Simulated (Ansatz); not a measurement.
Compare A (`[CH3][Al]([SiH3])[CH2]O`) with its isomer B (`CO[CH2][AlH][SiH3]`).

Calculated with Ansatz (gas phase, PBE0-D4/def2-TZVP geometries, no zero-point term in ΔE). CCSD(T)/CBS is the MP2 limit (def2-TZVPP, def2-QZVPP) plus CCSD(T) − MP2 in def2-TZVPP, frozen cores. DFT in def2-TZVPP. B3LYP here is the variant with VWN-RPA as its local correlation; programs differ in this. Each species was taken in one conformer, which may not be the lowest.

(1) Which is lower in electronic energy at CCSD(T)/CBS, and by how much? (An estimate is asked.)

(2) Give E(B) − E(A) in kJ/mol with B2PLYP, HF/def2-TZVPP, CCSD/def2-TZVPP, CCSD(T)/def2-TZVPP, B3LYP, B3LYP-D4, PBE0-D4. (Best estimate.)

Largest T1 diagnostic: 0.012.

Answers

(1) Computed: A, by 89.1 kJ/mol.

(2) Ansatz gave: B2PLYP 86.1, HF/def2-TZVPP 78.2, CCSD/def2-TZVPP 84.9, CCSD(T)/def2-TZVPP 84.2, B3LYP 85.1, B3LYP-D4 81.0, PBE0-D4 85.1. None reverses the order clearly.

The D4 term adds −4.1 kJ/mol with B3LYP and −2.1 kJ/mol with PBE0; it sums over pairs of atoms, weighted by their polarisabilities, and B3LYP, whose exchange is more repulsive, gets the larger term. In def2-TZVPP, CCSD(T) changes the Hartree–Fock value by +6.0 kJ/mol (the triples alone add −0.7 kJ/mol) and MP2 by +12.2 kJ/mol.
